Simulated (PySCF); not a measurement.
## C₆ coefficients of unlike pairs at PBE0

Calculated with PySCF 2.14 from the dipole response of each species, C₆(A,B) = (3/π) ∫ α_A(iu) α_B(iu) du, in atomic units, from isotropic polarisabilities. For ions this is the dispersion term alone; charge-induced terms of lower order in 1/R come first.

| species | configuration | basis | relativity | α (bohr³) | C₆ (like pair) |
| --- | --- | --- | --- | --- | --- |
| Br | [Ar] 3d10 4s2 4p5 (2P) | def2-TZVPPD (7s6p5d1f) | none | 21.33 | 170.9 |
| Pb | [Xe] 4f14 5d10 6s2 6p2 (3P) | aug-cc-pVTZ-PP with ECP60MDF (6s5p4d2f) | core potential | 65.28 | 753.4 |
| Xe³⁺ | [Kr] 4d10 5s2 5p3 (4S) | aug-cc-pVTZ-DK3 (8s7p5d2f) | spin-free X2C | 9.467 | 53.46 |
| Re³⁺ | [Xe] 4f14 5d4 (5D) | def2-QZVPPD with the def2 core potential (60 electrons) (7s6p4d4f2g) | core potential | 7.283 | 38.11 |

(1) Estimate C₆ for Re³⁺ with Pb.

No spin-orbit coupling is included, so Pb, close to jj coupling, stand for model states.

The other pairs:

```csv
pair,C₆
"Xe³⁺, Pb",178.8
"Re³⁺, Xe³⁺",44.74
"Pb, Br",343.7
"Xe³⁺, Br",93.47
"Re³⁺, Br",76.37
```

Results:

(1) The integral gives 143.7. The combination rule 2 C_A C_B / (C_A α_B/α_A + C_B α_A/α_B) gives 134.9 and the geometric mean 169.5.
